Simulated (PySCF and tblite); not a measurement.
The numbers below are computed, except where a source is named.
# C7H8O, numbered as in [O:1]=[CH:2][C:3]1=[CH:4][CH:5]=[CH:6][CH2:7][CH2:8]1: conformational analysis

Conformers came from 60 starts (ETKDG and KDG, MMFF94s, GFN2-xTB); geometries are GFN2-xTB. Weights use PBE0-D3(BJ)/pcSseg-1 energies plus GFN2-xTB zero-point and thermal terms (modes under about 100 cm⁻¹ blended into free rotors). Symmetry numbers and mirror images are counted. Conformers within 3 kcal/mol (GFN2-xTB free energy) were kept, 10 at most. GIAO shieldings: PBE0/pcSseg-1. Couplings: B3LYP/6-31G* with pcJ-1 on H (gas phase; spin-dipole term only for pairs with B, N, F, Si or P). Couplings are for ¹H; a prime marks the second kind of pair between the same two sets of atoms. H–H couplings come out 0.1 to 0.9 Hz lower than with pcJ-1 on all atoms. Shifts are against TMS (¹H), TMS (¹³C) at the same level. Codes: tblite and PySCF.

Torsions listed: O1–C2–C3–C8. The 6-ring runs over atoms 3–4–5–6–7–8. Of a mirror pair one member is shown.

| conformer | shape | symmetry | E(GFN2) kcal/mol | E(DFT) kcal/mol | G(298.15 K) kcal/mol | weight % | dipole D |
| --- | --- | --- | --- | --- | --- | --- | --- |
| 1 | 6-ring half-chair (ring torsions 15, 1, -31, 44, -33, 3°); -3° | C1 (pair) | 0.00 | 0.00 | 0.00 | 99.3 | 3.65 |
| 2 | 6-ring half-chair (ring torsions 15, 1, -31, 45, -33, 3°); 178° | C1 (pair) | 0.73 | 3.00 | 2.90 | 0.7 | 3.86 |

Weights (%) against temperature:

| T (K) | 1 | 2 | S(mix) cal/mol/K |
| --- | --- | --- | --- |
| 180 | 100.0 | 0.0 | 1.38 |
| 230 | 99.8 | 0.2 | 1.40 |
| 298.15 | 99.3 | 0.7 | 1.46 |
| 330 | 98.8 | 1.2 | 1.51 |
| 400 | 97.4 | 2.6 | 1.62 |

Averaged shifts at 298.15 K. ¹H: 9.82 (H2, 1H), 6.79 (H4, 1H), 6.68 (H6, 1H), 6.56 (H5, 1H), 2.52 (H8, 2H), 2.33 (H7, 2H) ppm. ¹³C: 195.5 (C2), 148.5 (C4), 147.6 (C6), 142.9 (C3), 131.9 (C5), 26.8 (C7), 20.5 (C8) ppm.

Averaged couplings (Hz): ³J(H4,H5) 6.8, ³J(H5,H6) 10.8, ³J(H6,H7) 5.7, ²J(H7,H7) -19.6, ³J(H7,H8) 12.7, ³J(H7,H8′) 10.3, ²J(H8,H8) -18.2.

Coordinates of conformer 1 (Å):

```xyz
16

O    -3.136    0.671   -0.092
C    -2.072    1.246   -0.113
C    -0.771    0.612    0.034
C     0.371    1.328   -0.008
C     1.651    0.683    0.138
C     1.752   -0.645    0.022
C     0.553   -1.489   -0.278
C    -0.717   -0.868    0.299
H    -2.022    2.344   -0.258
H     0.347    2.398   -0.157
H     2.520    1.301    0.307
H     2.711   -1.139    0.078
H     0.467   -1.577   -1.369
H     0.688   -2.497    0.116
H    -0.743   -1.017    1.385
H    -1.608   -1.341   -0.115
```

Coordinates of conformer 2 (Å):

```xyz
16

O    -3.179    0.978   -0.081
C    -2.416    0.078    0.183
C    -0.963    0.158    0.127
C    -0.350    1.311   -0.214
C     1.086    1.402   -0.266
C     1.828    0.291   -0.270
C     1.188   -1.063   -0.242
C    -0.134   -1.034    0.525
H    -2.801   -0.914    0.496
H    -0.946    2.179   -0.457
H     1.536    2.381   -0.333
H     2.903    0.333   -0.359
H     1.863   -1.795    0.204
H     1.011   -1.374   -1.280
H    -0.688   -1.959    0.355
H     0.069   -0.964    1.600
```

Shifts are unscaled: against experiment ¹³C can be off by 15 ppm or more and ¹H by 0.8 ppm.

Search and properties took 2.7 min on 1 thread of Arm Neoverse N1, shared host (rough), launched as `OMP_NUM_THREADS=1 python ens_run.py task.json out`.
